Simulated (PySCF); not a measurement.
# Working out the ionisation energy of O⁺

O⁺ [He] 2s2 2p3 (4S) → O²⁺ [He] 2s2 2p2 (3P). Computed with PySCF 2.14 in x2c-TZVPPall with one added diffuse shell each of s, p, d type (6s4p3d1f, 40 functions), with the spin-free X2C one-electron Hamiltonian (Gaussian nucleus). Frozen: nothing. Energies in hartree (1 hartree = 27.21139 eV):

```json
{"part": "UHF", "O⁺ (lower)": "-74.426672", "O²⁺ (upper)": "-73.156102"}
{"part": "MP2 opposite-spin", "O⁺ (lower)": "-0.084301", "O²⁺ (upper)": "-0.077241"}
{"part": "MP2 same-spin", "O⁺ (lower)": "-0.029900", "O²⁺ (upper)": "-0.013670"}
```

What does Hartree-Fock give?

(-73.156102) − (-74.426672) = 1.270570 hartree = 34.574 eV.

What do MP2 and SCS-MP2 (6/5 opposite-spin, 1/3 same-spin) give?

The opposite-spin parts differ by 0.192 eV and the same-spin parts by 0.442 eV. MP2: 34.574 + (0.192) + (0.442) = 35.208 eV. SCS-MP2: 34.574 + 1.2 × (0.192) + (0.442)/3 = 34.952 eV.

A first-order spin-orbit estimate adds -0.028 eV to MP2 (valence and next inner shell), giving 35.180 eV against 35.121 eV (measured; NIST Atomic Spectra Database, ionization energies).

What remains against the reference includes basis incompleteness and correlation beyond second order.
